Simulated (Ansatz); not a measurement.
Cost and result for the atomization energy of `[SH][SnH2][SeH]` (7 atoms, 6 bonds).

Total charge 0; spin multiplicity 1. Correlated methods include outer-core shells of Se, Sn, which these sets cover unevenly. Scalar relativity is left out up to krypton. Sn: def2 effective core potential. The structure was optimised at the PBE0-D4/def2-TZVP level. It is one conformer, not always the lowest. Program: Ansatz. All runs use 4 threads of a server CPU on a shared host. Times are those of one run each, without the atoms' runs, and a repeat can differ threefold. Electronic energies, without spin–orbit coupling; frozen cores. CCSD(T)/CBS adds CCSD(T) − MP2 in def2-TZVPP to the MP2 limit, and its time is that of the two runs behind it. T1 = 0.011. With those shells the extrapolation isn't a true limit. B3LYP takes the VWN-RPA correlation (the form of Gaussian; ORCA's B3LYP/G).

CCSD(T)/CBS is a level of theory with its own doubt, some kJ/mol a heavy atom from the limit and from the frozen cores, so smaller differences don't rank the functionals.

```
                            level  functions  wall time  atomization (kJ/mol)  difference from CCSD(T)/CBS  per bond
             revPBE-D4/def2-TZVPP        196      2.1 s                1690.1                        -70.5     -11.7
               PBE0-D4/def2-TZVPP        196      4.1 s                1714.4                        -46.2      -7.7
                 CCSD(T)/def2-SVP         96        5 s                1574.6                       -186.0     -31.0
B3LYP-D4/def2-TZVPP (with forces)        196      5.5 s                1718.2                        -42.4      -7.1
              BHLYP-D4/def2-TZVPP        196        6 s                1682.9                        -77.7     -12.9
              PBE-QIDH/def2-TZVPP        196        6 s                1702.6                        -58.0      -9.7
                B2PLYP/def2-TZVPP        196        7 s                1688.0                        -72.6     -12.1
                B97M-V/def2-TZVPP        196        9 s                1770.6                         10.0       1.7
               ωB97X-V/def2-TZVPP        196      9.5 s                1755.6                         -5.0      -0.8
 ωB97M-V/def2-TZVPP (with forces)        196       14 s                1730.2                        -30.4      -5.1
                   MP2/def2-QZVPP        361       22 s                1708.5                        -52.1      -8.7
               CCSD(T)/def2-TZVPP        196      110 s                1691.7                        -68.9     -11.5
                CCSD(T)/CBS(def2)          –    2.1 min                1760.6                          0.0       0.0
```

In def2-TZVPP, CCSD(T) changes the Hartree–Fock value by +517.3 kJ/mol (the triples alone add +32.6 kJ/mol) and MP2 by +493.6 kJ/mol; breaking electron pairs costs correlation energy, which Hartree–Fock lacks. From BLYP to BHLYP (50 % exact exchange), in def2-TZVPP and without D4, the atomization energy moves by −13.7 kJ/mol: exact exchange takes away binding that semilocal exchange gives to molecules. At CCSD(T), def2-SVP lies −186.0 kJ/mol from the extrapolated value and def2-TZVPP −68.9 kJ/mol: correlation converges slowly with the basis, and small sets miss more of it in the bonded molecule than in its fragments.

Spin–orbit coupling would lower the free Sn atoms strongly, and the atomization energy with them, by more than many differences here. For some Ge, Se and Sn compounds the MP2-based and the directly extrapolated limit differ by 10 to 25 kJ/mol.
